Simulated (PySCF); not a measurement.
In(Br)2(NH2) (Br2H2InN), SMILES [NH2][In]([Br])[Br].

Coordinates come from a PBE0-D3(BJ)/def2-SVP optimisation. The structure was generated by enumeration; whether it is a known compound was not checked. The def2 effective core potentials stand for the cores of In; spin–orbit coupling is left out. The values are those of a single conformer.

Calculation: r2SCAN/def2-TZVP (PySCF).

Symmetry labels are those of the subgroup Cs that the program uses (full group Cs).

Computed valence orbital energies around the gap with their symmetry:
| orbital | symmetry | energy (eV) |
|---|---|---|
| HOMO−7 | A' | -11.51 |
| HOMO−6 | A' | -9.35 |
| HOMO−5 | A" | -8.78 |
| HOMO−4 | A' | -7.96 |
| HOMO−3 | A' | -7.62 |
| HOMO−2 | A" | -7.58 |
| HOMO−1 | A" | -7.46 |
| HOMO | A' | -6.92 |
| LUMO | A' | -2.96 |
| LUMO+1 | A' | -1.72 |
| LUMO+2 | A' | 0.27 |
| LUMO+3 | A" | 0.52 |
